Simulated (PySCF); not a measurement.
PySCF job for AlF2H4NO2Si, SMILES [NH]([Al]([OH])[OH])[SiH](F)F, PBE-D3(BJ)/def2-SVP. Geometry optimised at PBE-D3(BJ)/def2-SVP. The structure was generated by enumeration; whether it is a known compound was not checked. One conformer was computed; it need not be the lowest.

```python
import numpy as np
from pyscf import gto, scf, dft, df
from pyscf.hessian import thermo

mol = gto.M(
    atom='''
    Si   -0.21488531    1.49681412   -0.00000000
    F     0.18183199    2.42347011    1.28470290
    F     0.18183199    2.42347011   -1.28470290
    N     0.67290909    0.02681747    0.00000000
    Al    0.02827353   -1.65740868    0.00000000
    O     1.01914520   -3.05126658    0.00000000
    O    -1.67360119   -1.80729838   -0.00000000
    H    -1.67565754    1.23635908   -0.00000000
    H     1.69295946    0.14576947    0.00000000
    H     1.98718343   -3.06093246    0.00000000
    H    -2.11133843   -2.67194543   -0.00000000
    ''',
    basis='def2-SVP',
    charge=0,
    spin=0,
    max_memory=1600,
    verbose=3,
)
mf = dft.RKS(mol, xc='pbe').density_fit(auxbasis='def2-universal-jkfit')
mf.disp = 'd3bj'
mf.grids.level = 3
mf.conv_tol = 1e-11
mf.max_cycle = 100
mf.kernel()

# [left out here: the lines that compute and print the analytic Hessian (its translational invariance restored by hand, since the grid's response is missing), thermochemistry and intensities]
```

Output:

```
[...]
Mode                                 6                   7                   8
Irrep
Freq [cm^-1]                      243.0398            273.4192            275.0984
Reduced mass [au]                   3.5779              2.2792              7.6863
Force const [Dyne/A]                0.1245              0.1004              0.3427
Char temp [K]                     349.6802            393.3893            395.8053
Normal mode                   x     y     z       x     y     z       x     y     z
       0  Si                 0.00 -0.00 -0.04    0.00 -0.00 -0.02   -0.04  0.03 -0.00
       1   F                 0.02 -0.05 -0.01    0.02 -0.03 -0.01    0.02 -0.09  0.07
       2   F                -0.02  0.05 -0.01   -0.02  0.03 -0.01    0.02 -0.09 -0.07
       3   N                 0.00 -0.00  0.03    0.00 -0.00  0.10   -0.01  0.06  0.00
       4  Al                -0.00 -0.00  0.12   -0.00 -0.00 -0.10    0.03  0.07 -0.00
       5   O                 0.00  0.00 -0.11    0.00 -0.00  0.01   -0.06  0.02  0.00
       6   O                -0.00  0.00 -0.04   -0.00  0.00  0.08    0.04 -0.04  0.00
       7   H                 0.00 -0.00 -0.06    0.00 -0.00 -0.09   -0.05  0.11 -0.00
       8   H                 0.00 -0.00  0.01    0.00 -0.00  0.35   -0.02  0.11  0.00
       9   H                 0.00  0.00  0.49    0.00  0.00  0.53   -0.07 -0.11  0.00
      10   H                -0.00  0.00 -0.06   -0.00  0.00  0.05    0.17 -0.10  0.00
Mode                                 9                  10                  11
Irrep
Freq [cm^-1]                      312.2804            360.3492            458.7869
Reduced mass [au]                   1.1599             11.4717              1.5907
Force const [Dyne/A]                0.0666              0.8777              0.1973
Char temp [K]                     449.3019            518.4623            660.0922
Normal mode                   x     y     z       x     y     z       x     y     z
       0  Si                -0.00 -0.00 -0.01   -0.07 -0.07  0.00    0.00  0.00 -0.02
       1   F                 0.01 -0.02 -0.00    0.05  0.00 -0.11    0.01 -0.03 -0.01
       2   F                -0.01  0.02 -0.00    0.05  0.00  0.11   -0.01  0.03 -0.01
       3   N                 0.00  0.00  0.06    0.02  0.01  0.00   -0.00  0.00  0.15
       4  Al                 0.00  0.00  0.00    0.01  0.05 -0.00   -0.00 -0.00 -0.02
       5   O                -0.00  0.00 -0.00   -0.03  0.04 -0.00    0.00 -0.00  0.02
       6   O                 0.00 -0.00 -0.07    0.01 -0.01 -0.00   -0.00 -0.00  0.01
       7   H                -0.00  0.00 -0.04   -0.07 -0.11  0.00    0.00  0.00  0.00
       8   H                -0.00  0.00  0.08    0.01  0.09 -0.00   -0.00 -0.00 -0.76
       9   H                -0.00 -0.00 -0.17   -0.03 -0.01 -0.00    0.00 -0.00 -0.11
      10   H                 0.00 -0.00  0.90    0.12 -0.07 -0.00   -0.00  0.00 -0.10
Mode                                12                  13                  14
Irrep
Freq [cm^-1]                      518.8677            594.3836            657.2826
Reduced mass [au]                   1.3367              1.4264              3.7253
Force const [Dyne/A]                0.2120              0.2969              0.9482
Char temp [K]                     746.5351            855.1857            945.6834
Normal mode                   x     y     z       x     y     z       x     y     z
       0  Si                 0.02 -0.01  0.00    0.00 -0.00  0.00    0.06 -0.03  0.00
       1   F                -0.01  0.00 -0.00   -0.00 -0.00 -0.00   -0.02  0.00 -0.01
       2   F                -0.01  0.00  0.00   -0.00 -0.00  0.00   -0.02  0.00  0.01
       3   N                -0.05 -0.03 -0.00   -0.00  0.01 -0.00   -0.15 -0.08 -0.00
       4  Al                 0.00 -0.01 -0.00   -0.01  0.02 -0.00    0.01  0.02 -0.00
       5   O                 0.01  0.11 -0.00   -0.05  0.02 -0.00   -0.06  0.03 -0.00
       6   O                 0.01  0.00 -0.00    0.11 -0.07 -0.00    0.10  0.03 -0.00
       7   H                 0.02  0.01  0.00    0.00 -0.01  0.00    0.04  0.08  0.00
       8   H                -0.04 -0.11  0.00    0.00 -0.01  0.00   -0.13 -0.17  0.00
       9   H                -0.02 -0.84  0.00   -0.04  0.13 -0.00   -0.05  0.28 -0.00
      10   H                -0.08  0.05  0.00   -0.72  0.38  0.00    0.28 -0.06 -0.00
Mode                                15                  16                  17
Irrep
Freq [cm^-1]                      793.0830            793.5637            811.6417
Reduced mass [au]                   6.6793              1.2160              1.3890
Force const [Dyne/A]                2.4753              0.4512              0.5391
Char temp [K]                    1141.0699           1141.7615           1167.7717
Normal mode                   x     y     z       x     y     z       x     y     z
       0  Si                -0.07 -0.02 -0.00   -0.00 -0.00  0.02    0.00  0.00  0.00
       1   F                 0.03  0.05  0.07   -0.03 -0.04 -0.04   -0.02 -0.01 -0.02
       2   F                 0.03  0.05 -0.07    0.03  0.04 -0.04   -0.02 -0.01  0.02
       3   N                 0.05 -0.06 -0.00    0.00 -0.00  0.01    0.08 -0.02 -0.00
       4  Al                -0.02 -0.06  0.00   -0.00 -0.00 -0.00   -0.01 -0.05 -0.00
       5   O                -0.05  0.07  0.00   -0.00  0.00 -0.00   -0.03  0.05 -0.00
       6   O                 0.06  0.02 -0.00    0.00  0.00  0.00    0.03  0.00 -0.00
       7   H                -0.03 -0.25 -0.00   -0.00 -0.00  0.90   -0.14  0.80 -0.00
       8   H                 0.05 -0.04 -0.00    0.00 -0.00  0.09    0.06  0.17 -0.00
       9   H                -0.06  0.09 -0.00   -0.00  0.00  0.00   -0.04  0.04 -0.00
      10   H                 0.16 -0.03 -0.00    0.00 -0.00  0.00    0.07 -0.02 -0.00
Mode                                18                  19                  20
Irrep
Freq [cm^-1]                      880.7007            922.5308            926.9074
Reduced mass [au]                   4.9438              2.7378              6.7656
Force const [Dyne/A]                2.2593              1.3728              3.4248
Char temp [K]                    1267.1322           1327.3165           1333.6134
Normal mode                   x     y     z       x     y     z       x     y     z
       0  Si                -0.01 -0.09 -0.00    0.04 -0.05 -0.00   -0.00  0.00 -0.13
       1   F                 0.01  0.05  0.06    0.00  0.01  0.01    0.02  0.05  0.08
       2   F                 0.01  0.05 -0.06    0.00  0.01 -0.01   -0.02 -0.05  0.08
       3   N                -0.02 -0.06  0.00   -0.05  0.08  0.00    0.00 -0.00  0.01
       4  Al                 0.03  0.08  0.00    0.07 -0.06 -0.00   -0.00  0.00 -0.00
       5   O                 0.03 -0.05  0.00   -0.06  0.06  0.00    0.00 -0.00  0.00
       6   O                -0.06 -0.02  0.00   -0.07 -0.01  0.00    0.00  0.00  0.00
       7   H                -0.09  0.36  0.00    0.05 -0.10  0.00   -0.00  0.00  0.33
       8   H                -0.03  0.01  0.00   -0.10  0.53  0.00    0.00 -0.00  0.01
       9   H                 0.04 -0.05  0.00   -0.06  0.12 -0.00    0.00 -0.00 -0.00
      10   H                -0.13  0.02  0.00   -0.10 -0.00 -0.00    0.00 -0.00 -0.00
Mode                                21                  22                  23
Irrep
Freq [cm^-1]                      940.5716           1103.1100           2277.5052
Reduced mass [au]                   4.2464              1.9793              1.0423
Force const [Dyne/A]                2.2134              1.4190              3.1855
Char temp [K]                    1353.2731           1587.1298           3276.8230
Normal mode                   x     y     z       x     y     z       x     y     z
       0  Si                 0.02 -0.05  0.00    0.00  0.05 -0.00   -0.03 -0.01  0.00
       1   F                 0.00  0.01  0.01   -0.01 -0.01 -0.01   -0.00  0.00  0.00
       2   F                 0.00  0.01 -0.01   -0.01 -0.01  0.01   -0.00  0.00 -0.00
       3   N                -0.02  0.10 -0.00    0.01 -0.17  0.00    0.00 -0.00 -0.00
       4  Al                -0.11 -0.00  0.00   -0.01  0.04 -0.00   -0.00 -0.00  0.00
       5   O                 0.05 -0.05  0.00    0.02 -0.01 -0.00    0.00  0.00 -0.00
       6   O                 0.10  0.02  0.00    0.00 -0.00 -0.00    0.00 -0.00  0.00
       7   H                 0.01  0.01 -0.00    0.04 -0.16  0.00    0.96  0.17 -0.00
       8   H                -0.05  0.39 -0.00   -0.08  0.66 -0.00   -0.00  0.00 -0.00
       9   H                 0.05 -0.13  0.00    0.01 -0.06 -0.00   -0.00 -0.00 -0.00
      10   H                 0.15 -0.01  0.00   -0.02  0.01 -0.00    0.00 -0.00  0.00
Mode                                24                  25                  26
Irrep
Freq [cm^-1]                     3492.9167           3825.8818           3836.8069
Reduced mass [au]                   1.0741              1.0676              1.0682
Force const [Dyne/A]                7.7210              9.2075              9.2649
Char temp [K]                    5025.5294           5504.5921           5520.3109
Normal mode                   x     y     z       x     y     z       x     y     z
       0  Si                 0.00  0.00  0.00   -0.00  0.00 -0.00    0.00 -0.00 -0.00
       1   F                -0.00  0.00 -0.00    0.00 -0.00 -0.00   -0.00  0.00  0.00
       2   F                -0.00  0.00  0.00    0.00 -0.00  0.00   -0.00  0.00 -0.00
       3   N                 0.07  0.01  0.00    0.00 -0.00 -0.00    0.00  0.00  0.00
       4  Al                 0.00 -0.00  0.00   -0.00  0.00 -0.00   -0.00  0.00  0.00
       5   O                -0.00 -0.00  0.00    0.00  0.00 -0.00    0.06 -0.00  0.00
       6   O                -0.00 -0.00 -0.00    0.03  0.05 -0.00   -0.00 -0.00 -0.00
       7   H                -0.00 -0.00  0.00    0.00 -0.00 -0.00   -0.00  0.00 -0.00
       8   H                -0.96 -0.11 -0.00   -0.00  0.00  0.00   -0.00 -0.00  0.00
       9   H                 0.00  0.00  0.00   -0.02  0.00 -0.00   -0.97  0.03 -0.00
      10   H                 0.00  0.00 -0.00   -0.46 -0.85  0.00    0.01  0.01 -0.00
temperature 298.1500 [K]
pressure 101325.00 [Pa]
Rotational constants [GHz] 3.43253 0.78726 0.76139
Symmetry number 1
Zero-point energy (ZPE) 0.05716 [Eh]   150075.965 [J/mol]
                           tot       elec      trans        rot        vib
Entropy [J/mol/K]       428.333      0.000    170.650    123.163    134.520
Cv [J/mol/K]            143.997      0.000     12.472     12.472    119.054
Cp [J/mol/K]            152.312      0.000     20.786     12.472    119.054
Internal energy [J/mol]                      3718.434   3718.434 169790.131
Internal energy [Eh]   -938.27101  -938.33851
Enthalpy [J/mol]                             6197.391   3718.434 169790.131
Enthalpy [Eh]          -938.27006
Gibbs free energy [J/mol]                  -44681.796 -33002.554 129682.928
Gibbs free energy [Eh] -938.31870
mode   freq/cm-1   IR/(km/mol)
   1       22.47         2.183
   2       42.06         0.214
   3       86.87         1.934
   4      193.34        19.740
   5      214.49        44.621
   6      232.79        10.848
   7      243.04        88.386
   8      273.42         0.972
   9      275.10        28.116
  10      312.28        65.682
  11      360.35         5.859
  12      458.79       163.361
  13      518.87       206.566
  14      594.38       136.050
  15      657.28        69.660
  16      793.08        69.196
  17      793.56         3.478
  18      811.64        57.606
  19      880.70        12.543
  20      922.53       162.527
  21      926.91       189.622
  22      940.57       141.663
  23     1103.11       388.614
  24     2277.51        72.067
  25     3492.92        31.384
  26     3825.88        90.449
  27     3836.81        78.445
max |gradient| / (hartree/bohr): 0.000272152235710912
APT charges: [ 1.8942 -0.6293 -0.6293 -1.0984  1.527  -0.8196 -0.7814 -0.2296  0.1783
  0.2935  0.2947]
```

Self-consistency was reached.
